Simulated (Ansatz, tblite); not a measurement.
Removing and adding an electron: 1-ethyl-3-methylimidazolium hexafluorophosphate (C₆H₁₁F₆N₂P). Total charge 0; singlet. Geometry: r2SCAN-D4/def2-SVP. Ansatz, gas phase; energy differences of separate SCF runs; the oxidised species was run as a doublet alone; the reduced species was run as a doublet alone.

Cartesian coordinates in Å:
```
C -1.287 -2.131 1.168
C -1.392 -1.824 -0.317
N -1.302 -0.379 -0.576
C -2.171 0.581 -0.101
C -1.621 1.798 -0.395
N -0.430 1.554 -1.049
C 0.603 2.544 -1.331
C -0.252 0.232 -1.132
H -1.316 -3.222 1.309
H -2.125 -1.695 1.734
H -0.338 -1.751 1.568
H -0.559 -2.286 -0.862
H -2.340 -2.181 -0.752
H -3.103 0.324 0.397
H -1.974 2.807 -0.198
H 0.122 3.506 -1.549
H 1.194 2.216 -2.194
H 1.268 2.613 -0.459
H 0.651 -0.258 -1.489
F 1.544 -1.523 0.065
P 2.373 -0.355 0.916
F 0.919 0.413 1.175
F 2.501 0.495 -0.507
F 2.147 -1.201 2.277
F 3.128 0.836 1.701
F 3.759 -1.111 0.601
```

The xTB rows come from tblite.

Problem. Estimate orbital energies and vertical ionisation energies and electron affinities at: GFN1-xTB; GFN2-xTB; PBE-D4/def2-SVP; PBE0-D4/def2-SVP.

Solution. 
| level | −HOMO (eV) | vertical IE (eV) | −LUMO (eV) | vertical EA (eV) | HOMO–LUMO gap (eV) | IE − EA (eV) | remarks |
| --- | --- | --- | --- | --- | --- | --- | --- |
| GFN1-xTB | 12.95 | 15.50 | 8.51 | 5.21 | 4.44 | 10.29 | – |
| GFN2-xTB | 12.13 | 14.57 | 7.68 | 4.28 | 4.45 | 10.29 | – |
| PBE-D4/def2-SVP | 6.80 | – | 1.99 | -0.81 | 4.81 | – | HOMO above zero (-1 doublet) |
| PBE0-D4/def2-SVP | 8.38 | 10.29 | 1.03 | -0.75 | 7.35 | 11.04 | HOMO above zero (-1 doublet) |

Relaxing the reduced species (r2SCAN-D4/def2-SVP) changes its energy by -0.96 eV at PBE-D4/def2-SVP, so the adiabatic electron affinity to this nearest minimum is 0.14 eV. At PBE0-D4/def2-SVP it is 0.18 eV. The highest occupied level of the relaxed charge -1 doublet lies above zero (up to 1.65 eV). By energy differences its removal costs 0.14 eV (each at its own geometry, to the charge 0 singlet, at PBE-D4/def2-SVP); self-interaction error and the lack of diffuse functions both raise the level.  Run but left out: PBE-D4/def2-SVP (charge +1 doublet: an occupied level 0.02 eV above an empty one).   A HOMO above zero means that the electron is unbound at that level or that self-interaction error raises the level; the energy of removing that electron tells which. Raw xTB energy differences between charge states are shifted by several eV; the methods need an empirical correction for them. Sets without diffuse functions give affinities that are too small. A negative affinity means that the extra electron isn't bound; its size then hangs on the basis.
